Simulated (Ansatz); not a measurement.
All numbers were calculated with Ansatz.

A structure relaxed at PBE0-D4/def2-TZVP, charge 0, multiplicity 1:

```xyz
13

B    -0.039   -1.181    2.113
C    -0.950   -0.367    1.240
C    -0.609    0.083    0.007
O    -1.417    0.908   -0.669
O     0.523   -0.280   -0.598
C     1.104    0.583   -1.558
H     1.071   -1.461    1.761
H    -0.417   -1.555    3.188
H    -1.949   -0.072    1.546
H    -1.156    0.973   -1.594
H     2.106    0.198   -1.734
H     0.565    0.561   -2.514
H     1.168    1.609   -1.188
```

(1) Give its formula and SMILES.

(2) Point group (tolerance 0.08 Å, 0.16 Å for H)?

(3) Summarise the bond lengths by kind.

Results:

(1) C3H7BO2, `B/C=C(/O)OC`.

(2) C1.

(3) 1 × B–C 1.502 Å; 2 × B–H 1.198 to 1.199 Å; 1 × C–C 1.356 Å; 4 × C–H 1.085 to 1.097 Å; 3 × C–O 1.334 to 1.415 Å; 1 × H–O 0.963 Å.
